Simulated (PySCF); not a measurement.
C3H5F2OS2Si (doublet state).
Z-matrix (Å and degrees, GFN2-xTB geometry), rows numbered from 1:
```
F 
C   1  1.3379
F   2  1.3549  1  106.16
O   2  1.3523  1  108.08  3   119.21
C   4  1.3815  2  118.74  1   155.60
C   5  1.4435  4  116.01  2   172.51
S   6  1.9304  5  110.97  4  -111.67
Si  7  2.1135  6   94.96  5   -36.98
S   5  1.7141  4  121.94  2     9.74
H   2  1.1048  1  109.17  3  -115.84
H   6  1.0858  5  112.09  4     6.70
H   6  1.0867  5  113.48  4   133.87
H   8  1.4473  7  112.49  6   126.31
H   8  1.4521  7  115.27  6   -96.04
```

The hyperfine couplings belong to this conformer and change with its torsions.

The species is `C1[C](S[SiH2]S1)OC(F)F` [radical].

Level of theory: PySCF 2.14.0, UKS B3LYP, pcH-1 on C F H O S Si, non-relativistic, mean-field spin-orbit, GIAO. Isolated species at its GFN2-xTB geometry (one conformer only). A GFN2-xTB geometry isn't a minimum of the functional, and hyperfine couplings can be far from their values at a DFT geometry. No stability test was run, so a lower SCF solution isn't excluded.

Q: Predict the first-order ENDOR lines of F1/F3, H11/H12 and H13/H14 under fast tumbling at B = 1210.5 mT (Q band).

A: ν± = |νn ± a/2|, one line for each electron-spin manifold; νn = |g_N| × 7.62259 MHz/T × B.

| nuclei | isotope | g_N | νn (MHz) | a_iso (MHz) | lower line (MHz) | upper line (MHz) |
| --- | --- | --- | --- | --- | --- | --- |
| F1/F3 | 19F | 5.2577 | 48.51 | 26.15 | 35.44 | 61.59 |
| H11/H12 | 1H | 5.5857 | 51.54 | 27.98 | 37.55 | 65.53 |
| H13/H14 | 1H | 5.5857 | 51.54 | -1.72 | 50.68 | 52.40 |

Q: Which pairs are centred on the nuclear Larmor frequency, and which on half the coupling?

A: Centred on νn, since |a| < 2νn: F1/F3, H11/H12 and H13/H14. No pair has |a| > 2νn.

Q: At what field would the lower line of F1/F3 fall to zero frequency?

A: Where νn = |a|/2, that is B = 13.08 MHz/(5.2577 × 7.62259 MHz/T) = 326 mT, as far as first order holds there.

Class means assume fast exchange of nuclei equivalent by connectivity; if that motion is slow, each nucleus keeps its own coupling. The 19F value of +26.2 MHz is a mean of couplings from -0.9 to 53.2 MHz in this one geometry, not an average over conformers. The 1H value of +28.0 MHz is a mean of couplings from 1.3 to 54.6 MHz in this one geometry, not an average over conformers.

The largest Mulliken spin populations are on C5 (+0.69), S7 (+0.12), Si8 (+0.09) and O4 (+0.07). No atom but C5 exceeds +0.15. The angles at C5 add up to 357.7°, so it is nearly planar.
